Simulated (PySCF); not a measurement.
C3H7O2 (SMILES COC[CH]O), doublet, geometry from GFN2-xTB; CAMB3LYP/STO-3G (PySCF).

Here is a job for PySCF.
```python
from pyscf import gto, scf, dft

mol = gto.Mole()
mol.atom = '''
    C     1.946199    0.866066    0.188851
    O     0.590225    0.525837    0.289552
    C     0.156287   -0.354956   -0.726775
    C    -1.292303   -0.626430   -0.519255
    O    -1.820194   -0.492103    0.729644
    H     2.158635    1.375892   -0.758516
    H     2.161417    1.536776    1.018357
    H     2.585115   -0.023163    0.261287
    H     0.764059   -1.286754   -0.687474
    H     0.322604    0.087362   -1.724140
    H    -1.825344   -1.300667   -1.162321
    H    -1.187833    0.032603    1.242311
'''
mol.basis = 'sto-3g'
mol.charge = 0
mol.spin = 1
mol.verbose = 4
mol.build()

mf = dft.UKS(mol)
mf.xc = 'camb3lyp'
mf.kernel()
```

Output, abridged:

```
PySCF version 2.14.0

[INPUT] verbose = 4
[INPUT] num. atoms = 12
[INPUT] num. electrons = 41
[INPUT] charge = 0
[INPUT] spin (= nelec alpha-beta = 2S) = 1
[INPUT] symmetry False subgroup None
[INPUT] Mole.unit = angstrom
[INPUT] Symbol           X                Y                Z      unit          X                Y                Z       unit  Magmom
[INPUT]  1 C      1.946199000000   0.866066000000   0.188851000000 AA    3.677783093902   1.636627545798   0.356876668350 Bohr   0.0
[INPUT]  2 O      0.590225000000   0.525837000000   0.289552000000 AA    1.115363601871   0.993687916163   0.547173978820 Bohr   0.0
[INPUT]  3 C      0.156287000000  -0.354956000000  -0.726775000000 AA    0.295339626830  -0.670769626271  -1.373405704181 Bohr   0.0
[INPUT]  4 C     -1.292303000000  -0.626430000000  -0.519255000000 AA   -2.442098739954  -1.183781136211  -0.981249738811 Bohr   0.0
[INPUT]  5 O     -1.820194000000  -0.492103000000   0.729644000000 AA   -3.439668153577  -0.929939895077   1.378827328432 Bohr   0.0
[INPUT]  6 H      2.158635000000   1.375892000000  -0.758516000000 AA    4.079228952901   2.600059056980  -1.433387501101 Bohr   0.0
[INPUT]  7 H      2.161417000000   1.536776000000   1.018357000000 AA    4.084486170979   2.904085754805   1.924415827034 Bohr   0.0
[INPUT]  8 H      2.585115000000  -0.023163000000   0.261287000000 AA    4.885159350505  -0.043771726223   0.493760869909 Bohr   0.0
[INPUT]  9 H      0.764059000000  -1.286754000000  -0.687474000000 AA    1.443862253009  -2.431612649689  -1.299137577759 Bohr   0.0
[INPUT] 10 H      0.322604000000   0.087362000000  -1.724140000000 AA    0.609633206689   0.165090253694  -3.258152400408 Bohr   0.0
[INPUT] 11 H     -1.825344000000  -1.300667000000  -1.162321000000 AA   -3.449400243118  -2.457904409260  -2.196468358831 Bohr   0.0
[INPUT] 12 H     -1.187833000000   0.032603000000   1.242311000000 AA   -2.244679051720   0.061610740839   2.347627551535 Bohr   0.0

nuclear repulsion = 184.982305407273
number of shells = 22
number of NR pGTOs = 96
number of NR cGTOs = 32
basis = sto-3g
ecp = {}

******** <class 'pyscf.dft.uks.UKS'> ********
method = UKS
initial guess = minao
damping factor = 0
level_shift factor = 0
DIIS = <class 'pyscf.scf.diis.CDIIS'>
diis_start_cycle = 1
diis_space = 8
diis_damp = 0
SCF conv_tol = 1e-09
SCF conv_tol_grad = None
SCF max_cycles = 50
direct_scf = True
direct_scf_tol = 1e-13
number electrons alpha = 21  beta = 20
XC library pyscf.dft.libxc version 7.1.2
    S. Lehtola, C. Steigemann, M. J. T. Oliveira, and M. A. L. Marques,  SoftwareX 7, 1–5 (2018)
XC functionals = camb3lyp
    T. Yanai, D. P. Tew, and N. C. Handy,  Chem. Phys. Lett. 393, 51 (2004)
radial grids:
    Treutler-Ahlrichs [JCP 102, 346 (1995); DOI:10.1063/1.469408] (M4) radial grids

becke partition: Becke, JCP 88, 2547 (1988); DOI:10.1063/1.454033
pruning grids: <function nwchem_prune>
grids dens level: 3
symmetrized grids: False
atomic radii adjust function: <function treutler_atomic_radii_adjust>
small_rho_cutoff = 0
Set gradient conv threshold to 3.16228e-05
tot grids = 139176
init E= -265.929021072487

cycle= 1 E= -265.12463346335  delta_E= 0.804  |g|= 0.386  |ddm|= 3.04
cycle= 2 E= -265.166739182425  delta_E= -0.0421  |g|= 0.333  |ddm|= 0.919
cycle= 3 E= -265.229297034203  delta_E= -0.0626  |g|= 0.0235  |ddm|= 0.405
cycle= 4 E= -265.229681604355  delta_E= -0.000385  |g|= 0.0115  |ddm|= 0.0495
cycle= 5 E= -265.229772594556  delta_E= -9.1e-05  |g|= 0.00283  |ddm|= 0.0176
cycle= 6 E= -265.229779673993  delta_E= -7.08e-06  |g|= 0.000786  |ddm|= 0.00498
cycle= 7 E= -265.229780725639  delta_E= -1.05e-06  |g|= 0.00017  |ddm|= 0.00263
cycle= 8 E= -265.229780771044  delta_E= -4.54e-08  |g|= 5.25e-05  |ddm|= 0.000533
cycle= 9 E= -265.229780774186  delta_E= -3.14e-09  |g|= 1.84e-05  |ddm|= 0.000117
cycle= 10 E= -265.229780774717  delta_E= -5.31e-10  |g|= 4.28e-06  |ddm|= 5.59e-05
Extra cycle  E= -265.229780774745  delta_E= -2.81e-11  |g|= 2.02e-06  |ddm|= 1.01e-05
converged SCF energy = -265.229780774745  <S^2> = 0.75231948  2S+1 = 2.0023181
```
